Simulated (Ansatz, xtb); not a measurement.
# Relative energy of two conformers of C3H8BBr

We compare a, `CCB(C)Br`, a singlet, with b, `CCB(C)Br`, a singlet. Both are isolated molecules in the gas phase, relaxed with B3LYP/6-31G*.

a (Å):

```xyz
13

C    -1.1394    0.4430   -0.9938
C     1.5839    0.9800   -1.0373
C     2.2823    0.0503   -0.0092
B     0.2930    0.2916   -1.6082
Br    0.4915   -0.8510   -3.1914
H    -1.7868   -0.4273   -1.1376
H    -1.1095    0.7049    0.0714
H    -1.6313    1.2866   -1.5060
H     2.2993    1.2303   -1.8291
H     1.3101    1.9167   -0.5310
H     1.6126   -0.2160    0.8171
H     3.1598    0.5441    0.4226
H     2.6186   -0.8793   -0.4805
```

b (Å):

```xyz
13

C     0.3230    2.5707    0.1941
C    -0.9824    2.0528    0.8085
C    -2.9830    2.3201    2.6910
B    -1.6469    2.7954    2.0197
Br   -0.8082    4.4015    2.7711
H     0.6487    1.9371   -0.6389
H     1.1296    2.5929    0.9344
H     0.2060    3.5910   -0.1861
H    -1.7685    1.9843    0.0359
H    -0.8622    1.0045    1.1350
H    -3.3990    1.4178    2.2278
H    -3.7425    3.1124    2.6454
H    -2.8306    2.1202    3.7602
```

Task: Estimate E(b) − E(a) at the level CCSD(T)/def2-SVP + ΔMP2/def2-TZVPP.

Result: Too close to call at this level: CCSD(T)/def2-SVP + ΔMP2/def2-TZVPP gives E(b) − E(a) = −0.70 kcal/mol.

Level by level:

| level | geometry | E(b) − E(a) (kcal/mol) | departure from the last row (kcal/mol) | job, with rough time for the two |
| --- | --- | --- | --- | --- |
| B3LYP/6-31G* | B3LYP/6-31G* | −0.57 | +0.13 | optimisation, 3.7 min |
| HF/def2-SVP | B3LYP/6-31G* | −0.82 | −0.12 | part of the CCSD(T) run |
| MP2/def2-SVP | B3LYP/6-31G* | −0.79 | −0.09 | part of the CCSD(T) run |
| CCSD(T)/def2-SVP | B3LYP/6-31G* | −0.79 | −0.10 | single point |
| CCSD(T)/def2-SVP + ΔMP2/def2-TZVPP | B3LYP/6-31G* | −0.70 |  | single point, 2 min |

The largest departure from CCSD(T)/def2-SVP + ΔMP2/def2-TZVPP is that of B3LYP/6-31G*, 0.13 kcal/mol. Levels run at GFN2-xTB geometries aren't shown. The last row adds to CCSD(T) the change of the MP2 difference between the two basis sets, here +0.10 kcal/mol.

With harmonic frequencies from B3LYP/6-31G* (ideal gas, rigid rotor, one conformer each, 298.15 K, 1 atm): on the last row, ΔE + ΔZPE = −1.03 kcal/mol. A mode under 50 cm⁻¹ makes harmonic enthalpies and free energies unreliable, so none is given.

The correlated steps freeze 13 core orbitals; the filled d shell of Br is correlated, in a basis made for valence electrons. Run with Ansatz 0.2.0; the last row on 2 threads of Intel(R) Xeon(R) Processor @ 2.50GHz (Skylake/Cascade Lake) on a shared host.
